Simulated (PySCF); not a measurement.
C2H4BF2N, SMILES NB(F)/C=C\F.

Geometry: PBE-D3(BJ)/def2-SVP. The structure was generated by enumeration; whether it is a known compound was not checked. One conformer was computed; it need not be the lowest.

Two levels are set side by side: PBE/def2-TZVP (PySCF) and r2SCAN/def2-TZVP (PySCF). Same geometry, gas phase. Differences are taken from unrounded values.

| quantity | r2SCAN |
|---|---|
| orbital gap (eV) | 5.03 |
| highest occupied level (eV) | -6.63 |
| lowest empty level (eV) | -1.60 |
| dipole moment (D) | 1.39 |
| mean polarisability (bohr³) | 46.7 |

Task: What does PBE give, and how far is it from r2SCAN? (Estimate from the structure and the level; the computed values follow.)

Result: 
| quantity | PBE | PBE minus r2SCAN |
|---|---|---|
| orbital gap (eV) | 4.60 | -0.42 |
| highest occupied level (eV) | -6.38 | 0.25 |
| lowest empty level (eV) | -1.77 | -0.17 |
| dipole moment (D) | 1.38 | -0.02 |
| mean polarisability (bohr³) | 48.0 | 1.3 |

Rough cost on one machine, each run with all the roots and properties that it gave: r2SCAN against PBE about 5 times.
